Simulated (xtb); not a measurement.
Si(Me)(Cl)3 (CH3Cl3Si), SMILES C[Si](Cl)(Cl)Cl. All values are semi-empirical tight-binding results from xtb (GFN2-xTB unless named), good for trends rather than for accurate numbers. The structure is a stationary point at GFN2-xTB. The isomer is the one that the SMILES or the coordinates give; other isomers of the formula were not compared.

**Question.** Estimate the properties. (The exact figures need the calculation; the answer reports its results.)

**Answer.** 
The point group as xtb finds it is C3v and the orbital gap is 6.85 eV. The dipole moment comes out as 1.93 D. The zero-point energy is 25.9 kcal/mol and the G − E(el) at 298.15 K (modified RRHO) is 5.5 kcal/mol. The static polarisability (D4 model) is 83.4 bohr³ and the solvation energy, GFN2-xTB/ALPB(water) comes out as -2.1 kcal/mol. The solvation energy, GFN2-xTB/ALPB(octanol) is -5.0 kcal/mol.
